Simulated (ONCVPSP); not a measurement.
# PW91 ONCV dataset for Br, scalar-relativistic all-electron reference.

bromine (Br), optimised norm-conserving Vanderbilt (ONCV), made with ONCVPSP 4.0.1 (PW91, scalar-relativistic). Core [Ne], reference 3s2 3p6 3d10 4s2 4p5. Waves: 3s+4s: rc 0.90 bohr, ncon 5, nbas 9, qcut 11.4 1/bohr, 2 projectors; 3p+4p: rc 0.75 bohr, ncon 4, nbas 8, qcut 22.1 1/bohr, 2 projectors; 3d: rc 0.75 bohr, ncon 3, nbas 8, qcut 23.3 1/bohr, local. Local part: the d channel. Core correction: none.

Results:

| Property | Result |
| --- | --- |
| Cutoffs needed | 197 Ha and 257 Ha (the cutoffs (Ha) at which the residual kinetic energy of the hardest occupied pseudo-wave falls to 1 and 0.1 mHa per electron) |
| Ghost test | no bound ghost flagged; GHOST(+) flags only above 600 eV |
| Largest excitation error | +10 meV (all-electron minus pseudo) for 3s2 3p6 3d9 4s2 4p5, out of 4 test configurations |

Generation and tests took about 4.4 s on one core of a shared server CPU.
